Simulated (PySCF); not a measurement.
Ligand exchange on a metal centre used in film growth or etching (W OH-NH2). All species are isolated molecules in the gas phase. One relaxed conformer stands for each flexible species; it need not be the lowest.

Level of theory: PBE-D3(BJ)/def2-TZVP // PBE-D3(BJ)/def2-SVP (PySCF). All candidates: neutral, multiplicity 1. 

```json
{
 "HOMO": "-6.08 eV",
 "LUMO": "-2.91 eV",
 "HOMO–LUMO gap": "3.17 eV"
}
```

Q: Which member has these values?
A) [W(OH)2(NH2)4]
B) [W(NH2)6]
C) [W(OH)4(NH2)2]
D) [W(OH)(NH2)5]

A: C, [W(OH)4(NH2)2]. The others give [W(OH)2(NH2)4]: -5.35 eV, -2.68 eV, 2.67 eV; [W(NH2)6]: -4.92 eV, -1.92 eV, 3.00 eV; [W(OH)(NH2)5]: -5.15 eV, -2.17 eV, 2.98 eV
